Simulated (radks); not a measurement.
Results of a calculation; reference values are marked as such.
Radial electron density D(r) = 4 pi r^2 rho(r) of an atom or ion with 33 electrons. Level of theory: scalar-relativistic Kohn-Sham, PBE, spin-polarised, spherical densities, finite nucleus; Fermi nuclear charge, rms radius of each element as measured or else 0.836 A^(1/3) + 0.57 fm (a radial shooting solver on a logarithmic mesh with Libxc functionals).

| r (bohr) | D(r) (e/bohr) | spin D(r) |
|---|---|---|
| 0.005402 | 8.451 | -0.000144 |
| 0.006139 | 10.28 | -0.000154 |
| 0.007034 | 12.56 | -0.000150 |
| 0.007994 | 15.04 | -0.000121 |
| 0.009159 | 18.04 | -0.0000439 |
| 0.01041 | 21.17 | 0.000102 |
| 0.01193 | 24.78 | 0.000385 |
| 0.01355 | 28.35 | 0.000840 |
| 0.01553 | 32.16 | 0.00163 |
| 0.01779 | 35.80 | 0.00291 |
| 0.02022 | 38.84 | 0.00477 |
| 0.02317 | 41.38 | 0.00774 |
| 0.02633 | 42.91 | 0.0119 |
| 0.03017 | 43.43 | 0.0181 |
| 0.03429 | 42.87 | 0.0263 |
| 0.03928 | 41.30 | 0.0381 |
| 0.04464 | 39.28 | 0.0524 |
| 0.05115 | 37.16 | 0.0714 |
| 0.0586 | 35.81 | 0.0940 |
| 0.0666 | 35.87 | 0.117 |
| 0.07631 | 37.74 | 0.142 |
| 0.08672 | 41.07 | 0.163 |
| 0.09936 | 45.51 | 0.179 |
| 0.1129 | 49.35 | 0.187 |
| 0.1294 | 51.57 | 0.190 |
| 0.147 | 50.86 | 0.195 |
| 0.1685 | 46.88 | 0.217 |
| 0.193 | 40.54 | 0.279 |
| 0.2194 | 34.24 | 0.393 |
| 0.2513 | 29.36 | 0.580 |
| 0.2856 | 27.81 | 0.803 |
| 0.3273 | 29.32 | 1.04 |
| 0.3719 | 32.24 | 1.21 |
| 0.4261 | 34.55 | 1.25 |
| 0.4843 | 34.20 | 1.14 |
| 0.5549 | 30.54 | 0.899 |
| 0.6357 | 24.42 | 0.630 |
| 0.7225 | 18.02 | 0.465 |
| 0.8278 | 12.16 | 0.479 |
| 0.9408 | 8.369 | 0.691 |
| 1.078 | 6.157 | 1.07 |
| 1.225 | 5.237 | 1.45 |
| 1.404 | 4.737 | 1.73 |
| 1.595 | 4.207 | 1.78 |
| 1.828 | 3.385 | 1.58 |
| 2.094 | 2.397 | 1.20 |
| 2.38 | 1.518 | 0.793 |
| 2.726 | 0.8043 | 0.436 |
| 3.099 | 0.3813 | 0.212 |
| 3.55 | 0.1454 | 0.0828 |
| 4.035 | 0.04880 | 0.0281 |
| 4.623 | 0.01222 | 0.00704 |
| 5.254 | 0.002612 | 0.00148 |
| 6.019 | 0.0003814 | 0.000207 |

What is the nuclear charge?

Answer. Z = 35. The innermost maximum, from 1s, lies near gamma/Z bohr with gamma = sqrt(1 - (Z/c)^2) = 0.967, here 0.0276 bohr (found: 0.0299), and its height grows with Z. The density is that of the bromine ion Br2+ in [Ar] 3d9.5 4s2 4p3.5; the configuration itself is not fixed sharply by these data, and Z only to about a unit. D(r) has 3 maxima, at r = 0.0299, 0.134, 0.447 bohr, and minima at 0.0620, 0.286 bohr, inside which lie 2.06, 11.01 electrons.
